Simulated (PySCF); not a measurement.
**Spinor energies of Ir⁴¹⁺ (iridium, charge +41)**

Start: [Kr]. Calculated with PySCF 2.14 in an uncontracted even-tempered set (16 s from 5 bohr⁻², ratio 2.8; 14 p from 6.5 bohr⁻², ratio 2.8; 8 d from 12 bohr⁻², ratio 2.8; 4 f from 32 bohr⁻², ratio 3): generalised Hartree-Fock with the X2C-1e Hamiltonian and a Gaussian nucleus; one run each with spin-orbit coupling (SO) switched off, then screened by Boettger's factors.

| spinor shell | electrons | ε, spin-free (eV) | ε, screened SO (eV) | weight of nominal j (screened SO) | rms radius, screened SO (bohr) |
| --- | --- | --- | --- | --- | --- |
| 1s1/2 | 2 | -78453.6 | -78426.9 | 1.000 | 0.0197 |
| 2s1/2 | 2 | -15454.8 | -15446.3 | 1.000 | 0.0795 |
| 2p1/2 | 2 | -13687.9 | -14857.5 | 1.000 | 0.0674 |
| 2p3/2 | 4 | -13687.9 | -13222.6 | 1.000 | 0.0752 |
| 3s1/2 | 2 | -5082.4 | -5079.5 | 1.000 | 0.201 |
| 3p1/2 | 2 | -4553.1 | -4820.4 | 1.000 | 0.192 |
| 3p3/2 | 4 | -4553.1 | -4444.2 | 1.000 | 0.207 |
| 3d3/2 | 4 | -3976.8 | -4023.9 | 1.000 | 0.181 |
| 3d5/2 | 6 | -3976.8 | -3943.0 | 1.000 | 0.185 |
| 4s1/2 | 2 | -2311.0 | -2310.0 | 1.000 | 0.423 |
| 4p1/2 | 2 | -2111.7 | -2195.5 | 1.000 | 0.418 |
| 4p3/2 | 4 | -2111.7 | -2077.3 | 1.000 | 0.442 |

```csv
quantity,spin-free,screened SO
E (hartree),-16744.07160,-16769.08865
M_J,0,0
⟨J²⟩,0.000,0.000
⟨L²⟩,0.000,0.097
⟨S²⟩,0.000,0.097
```

Breit and QED terms are absent; they matter most for the inner s and p1/2 levels.

Densities and radii are taken from the X2C orbitals without a picture-change correction, which distorts them close to the nucleus.

Without spin-orbit coupling the j labels of p, d and f shells carry no meaning; the spin-free column gives the mean over the occupied spinors of each nl shell.
